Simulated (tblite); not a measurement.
CH12OSSi5.
Numbering: `[O:1]=[CH:2][SiH2:3][Si@@H:4]([SiH3:5])[SiH2:6][S:7][SiH3:8]` (hydrogens: H9 on C2; H10, H11 on Si3; H12 on Si4; H13, H14, H15 on Si5; H16, H17 on Si6; H18, H19, H20 on Si8)

Computed with GFN2-xTB (tblite), gas phase: L-BFGS steps from a force-field or distance-geometry start until the largest atomic force falls under 0.01 eV/Å.

Step 19: E = -658.4995 eV
```
atom  x, y, z in Å  |  force x, y, z in eV/Å
O1     -1.2002   -0.9538   -2.0495    0.069   0.043   0.035
C2     -0.6146   -0.0846   -2.6528    0.003  -0.022  -0.072
Si3    -0.5020    1.7001   -1.9628    0.054  -0.021   0.001
Si4    -0.7983    1.3311    0.3261   -0.061   0.050  -0.046
Si5    -2.9972    0.7498    0.8799    0.093   0.029  -0.015
Si6     0.5343   -0.3925    1.1254   -0.016   0.039  -0.024
S7      2.5547   -0.1562    0.3724    0.006  -0.153   0.079
Si8     3.4227   -1.9075    1.2495    0.056  -0.008  -0.001
H9     -0.1487   -0.3288   -3.6336   -0.053  -0.003   0.091
H10     0.7050    2.2730   -2.5732   -0.025  -0.010   0.052
H11    -1.6221    2.3738   -2.6383   -0.007   0.026   0.010
H12    -0.4233    2.6017    0.9990   -0.024  -0.052  -0.013
H13    -3.9900    1.6949    0.3744   -0.036   0.041  -0.043
H14    -3.2244    0.6728    2.3253    0.018   0.012   0.038
H15    -3.3074   -0.5674    0.3398   -0.057  -0.040  -0.023
H16     0.1125   -1.7049    0.6520   -0.018  -0.067  -0.004
H17     0.6952   -0.5227    2.5756   -0.023   0.025   0.023
H18     3.2467   -1.8186    2.6984    0.022   0.006  -0.069
H19     4.8207   -1.8641    0.8589   -0.032   0.037  -0.020
H20     2.7312   -3.0852    0.7306    0.029   0.068   0.001
```

Step 20: E = -658.5031 eV
```
atom  x, y, z in Å  |  force x, y, z in eV/Å
O1     -1.1917   -0.9522   -2.0360    0.075   0.057   0.032
C2     -0.6127   -0.0851   -2.6490    0.000  -0.006  -0.073
Si3    -0.4972    1.7034   -1.9679    0.058  -0.004   0.002
Si4    -0.8028    1.3258    0.3177   -0.073   0.074   0.017
Si5    -3.0078    0.7479    0.8770    0.180   0.062  -0.030
Si6     0.5280   -0.3994    1.1249   -0.013   0.065  -0.022
S7      2.5528   -0.1597    0.3776   -0.029  -0.139   0.068
Si8     3.4277   -1.9075    1.2492    0.063  -0.024   0.003
H9     -0.1551   -0.3329   -3.6321   -0.048  -0.011   0.081
H10     0.7095    2.2832   -2.5769   -0.050  -0.040   0.061
H11    -1.6169    2.3821   -2.6408    0.001   0.010   0.008
H12    -0.4276    2.5977    0.9979   -0.039  -0.105  -0.043
H13    -3.9944    1.7016    0.3759   -0.046   0.027  -0.050
H14    -3.2219    0.6809    2.3245    0.007  -0.001   0.039
H15    -3.3160   -0.5706    0.3394   -0.073  -0.035  -0.018
H16     0.1044   -1.7141    0.6577   -0.001  -0.057   0.002
H17     0.6912   -0.5176    2.5769   -0.029   0.017   0.004
H18     3.2599   -1.8261    2.6988    0.014   0.012  -0.056
H19     4.8229   -1.8588    0.8523   -0.012   0.039  -0.022
H20     2.7426   -3.0879    0.7300    0.015   0.058  -0.004
```

Step 21: E = -658.5070 eV
```
atom  x, y, z in Å  |  force x, y, z in eV/Å
O1     -1.1801   -0.9492   -2.0192    0.071   0.066   0.037
C2     -0.6104   -0.0850   -2.6452   -0.005   0.018  -0.041
Si3    -0.4906    1.7079   -1.9740    0.031   0.011   0.007
Si4    -0.8095    1.3206    0.3076   -0.059   0.068   0.066
Si5    -3.0178    0.7468    0.8731    0.206   0.080  -0.037
Si6     0.5200   -0.4068    1.1241   -0.022   0.066  -0.015
S7      2.5500   -0.1668    0.3854   -0.067  -0.090   0.034
Si8     3.4349   -1.9082    1.2491    0.063  -0.045   0.010
H9     -0.1636   -0.3384   -3.6292   -0.027  -0.021   0.032
H10     0.7143    2.2948   -2.5812   -0.057  -0.062   0.062
H11    -1.6104    2.3921   -2.6442    0.016  -0.011   0.010
H12    -0.4335    2.5910    0.9958   -0.047  -0.131  -0.059
H13    -4.0006    1.7097    0.3770   -0.033  -0.007  -0.045
H14    -3.2193    0.6906    2.3242    0.002  -0.014   0.014
H15    -3.3278   -0.5745    0.3390   -0.079   0.002   0.000
H16     0.0949   -1.7260    0.6648    0.021  -0.022   0.017
H17     0.6860   -0.5116    2.5785   -0.040   0.009  -0.026
H18     3.2760   -1.8349    2.6981    0.006   0.018  -0.019
H19     4.8254   -1.8513    0.8438    0.029   0.041  -0.030
H20     2.7568   -3.0900    0.7294   -0.007   0.025  -0.016
```

Task: Estimate the geometry and energy of step 22. (The exact step hangs on the optimiser's Hessian estimate; all steps are aligned on step 21, rigid shifts and turns removed.)

Result: E = -658.5107 eV, largest force 0.172 eV/Å
```
atom  x, y, z in Å  |  force x, y, z in eV/Å
O1     -1.1680   -0.9449   -2.0029    0.057   0.066   0.047
C2     -0.6083   -0.0838   -2.6421   -0.006   0.039   0.004
Si3    -0.4840    1.7124   -1.9793   -0.016   0.013   0.020
Si4    -0.8167    1.3168    0.2992   -0.022   0.028   0.071
Si5    -3.0238    0.7473    0.8691    0.154   0.070  -0.032
Si6     0.5119   -0.4125    1.1235   -0.038   0.042  -0.006
S7      2.5462   -0.1754    0.3934   -0.090  -0.031  -0.007
Si8     3.4429   -1.9100    1.2492    0.054  -0.056   0.012
H9     -0.1720   -0.3440   -3.6261   -0.004  -0.027  -0.030
H10     0.7180    2.3043   -2.5849   -0.039  -0.070   0.055
H11    -1.6038    2.4009   -2.6477    0.027  -0.026   0.012
H12    -0.4397    2.5824    0.9929   -0.043  -0.111  -0.051
H13    -4.0071    1.7166    0.3775    0.000  -0.050  -0.033
H14    -3.2173    0.6991    2.3239    0.004  -0.021  -0.028
H15    -3.3403   -0.5775    0.3389   -0.070   0.060   0.023
H16     0.0869   -1.7371    0.6720    0.039   0.022   0.032
H17     0.6807   -0.5064    2.5797   -0.051   0.004  -0.049
H18     3.2911   -1.8427    2.6969    0.002   0.020   0.025
H19     4.8283   -1.8434    0.8352    0.070   0.042  -0.038
H20     2.7698   -3.0915    0.7286   -0.028  -0.015  -0.028
```

The energy changes by -0.0036 eV. The first-order estimate −F·Δx gives -0.0050 eV and the mean of the old and new forces, exact on a quadratic surface, -0.0037 eV. The step makes an angle of 76° with the force vector and moves no atom by more than 0.021 Å.

The cost below is that of the whole relaxation. Time: 4.9 s. Hardware: one thread, Arm Neoverse N1 (aarch64), shared host with 64 logical CPUs at a one-minute load of 61.
